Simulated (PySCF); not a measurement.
## How methods differ on the fine-structure interval of Pt(59+)

Pt(59+) [Ar] 3d1 [3d3/2^1, M_J = 3/2] → Pt(59+) [Ar] 3d1 [3d5/2^1, M_J = 5/2], as a difference of total energies. Computed with PySCF 2.14 in an even-tempered Gaussian basis (15 s from 18 bohr⁻², ratio 2.8; 12 p from 24 bohr⁻², ratio 2.8; 8 d from 24 bohr⁻², ratio 2.8; 3 f from 72 bohr⁻², ratio 3), with the two-component X2C-1e Hamiltonian. Correlated levels: [Ne] frozen; the 72 highest virtual spinors dropped. "Screened" scales the spin-orbit matrix elements by Boettger's factors to mimic the two-electron term; Breit and QED terms are absent.

```json
{"method": "GHF (screened spin-orbit)", "fine-structure interval (cm⁻¹)": "803500"}
{"method": "GMP2 (screened spin-orbit)", "fine-structure interval (cm⁻¹)": "804280"}
{"method": "GHF (bare spin-orbit)", "fine-structure interval (cm⁻¹)": "923010"}
```
